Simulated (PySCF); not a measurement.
GeSe: one state, many levels of theory

State: ¹Σ⁺ (singlet), closed shell. Set-up: Ge def2-TZVPPD, Se def2-TZVPPD; no relativity (PySCF 2.14). De refers to Ge + Se in their high-spin ground configurations, without counterpoise correction. A positive dipole means Ge(−)Se(+).

```
      Level  Re (Å)  ωe (cm⁻¹)  De (eV)  μ (D)  CPU s a point (SCF and correlation, without the integrals)
        RHF   2.125        442     2.82  -2.44                                                         1.4
    RHF-MP2   2.142        416     5.27    n/a                                                         2.4
RHF-SCS-MP2   2.145        415     5.10    n/a                                                         n/a
   RHF-CCSD   2.138        423     4.77    n/a                                                         n/a
RHF-CCSD(T)   2.153        406     5.08    n/a                                                          92
        PBE   2.166        392     5.48  -1.75                                                         3.5
     PBEsol   2.151        400     5.81  -1.66                                                           2
     revPBE   2.173        388     5.19  -1.79                                                           2
       BLYP   2.184        378     5.33  -1.83                                                           2
       BP86   2.167        390     5.48  -1.74                                                         2.1
       TPSS   2.156        398     5.36  -1.76                                                           6
     r²SCAN   2.143        410     5.31  -1.70                                                         5.3
       PBE0   2.140        416     5.14  -1.89                                                         9.1
    ωB97M-V   2.126        432     5.03  -2.05                                                          14
```

Measured (Huber and Herzberg, Constants of Diatomic Molecules (1979)): Re = 2.134629 Å, ωe = 408.7 cm⁻¹.

The bond length runs from 2.125 Å (RHF) to 2.184 Å (BLYP). De spans 2.82 eV (RHF, mean field) to 5.81 eV (PBEsol, GGA). Correlation at CCSD(T) changes the Hartree–Fock bond energy by +2.26 eV; the triples alone change it by +0.31 eV.

Correlated steps freeze 18 core orbitals. Where the molecule has an RHF reference, its open-shell atoms are computed with UHF.

The whole job (state search and all levels along the bond) took about 13 min on 2 threads of Arm Neoverse V1 (shared host), peak memory 4 GiB.
